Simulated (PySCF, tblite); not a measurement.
Isomers of C6H5FNP, one GFN2-xTB conformer each. Single-point energies are computed at PBE0/pcSseg-1 (PySCF, gas phase, no added dispersion term), electronic only.

Problem. Rank them by PBE0/pcSseg-1 energy, lowest first (kcal/mol).
A. `[CH:1]#[C:2][CH2:3][n:4]1[cH:5][cH:6][p:7][c:8]1[F:9]` with C2–C3–N4–C5 79°
B. `[F:1]/[CH:2]=[P:3]/[c:4]1[cH:5][cH:6][n:7][cH:8][cH:9]1` with C2–P3–C4–C5 -135°

Solution. B (0.0), A (30.0).

As drawn, the higher has a C≡C bond, which the lower lacks. GFN2-xTB itself gives, in the same order: 0.0, 12.1. Both levels put the same isomer lowest.

Problem. Which frontier levels, dipoles and rotational constants go with these structures?

Solution. 
```tsv
SMILES	HOMO (eV, PBE0/pcSseg-1)	LUMO (eV)	dipole (D)	A, B, C (MHz)
F/C=P/c1ccncc1	-7.44	-2.11	0.43	3944, 750.8, 663.0
C#CCn1ccpc1F	-6.37	-0.24	3.59	2579, 1033, 851.0
```

Problem. What happens when harmonic zero-point energies from GFN2-xTB frequencies are added?

Solution. 
| SMILES | ZPE (kcal/mol) | electronic (kcal/mol) | with ZPE (kcal/mol) |
| --- | --- | --- | --- |
| F/C=P/c1ccncc1 | 59.0 | 0.0 | 0.0 |
| C#CCn1ccpc1F | 58.7 | 30.0 | 29.6 |

The zero-point energies span 0.3 kcal/mol. The order is unchanged.
